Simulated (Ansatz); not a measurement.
Basis-set extrapolation for CH₂ClNOSi, SMILES `O=C=N[SiH2]Cl` (PBE0-D4/def2-TZVP geometry, frozen core, the Gaussian-basis code of Ansatz). Multiplicity 1, RHF reference.

|  | cc-pV(T+d)Z | cc-pV(Q+d)Z |
| --- | --- | --- |
| HF | -916.986227 | -917.006065 |
| MP2 correlation | -0.870189 | -0.940244 |
| CCSD(T) correlation | -0.935178 | -1.002445 |

Energies in hartree. Use E(X) = E(∞) + A·exp(−5.46·√X) for Hartree–Fock and E(X) = E(∞) + B·X^(−3.05) for correlation, with X = 3 and 4.

Problem. What is the CCSD(T) energy at the basis-set limit?

Solution. HF limit: -917.006065 + (-0.019838) × 0.30130 = -917.01204. Correlation limit: -1.002445 + (-0.067267) × 0.71189 = -1.05033. Total: -918.06237 hartree, 88.5 kcal/mol below CCSD(T)/cc-pV(T+d)Z.
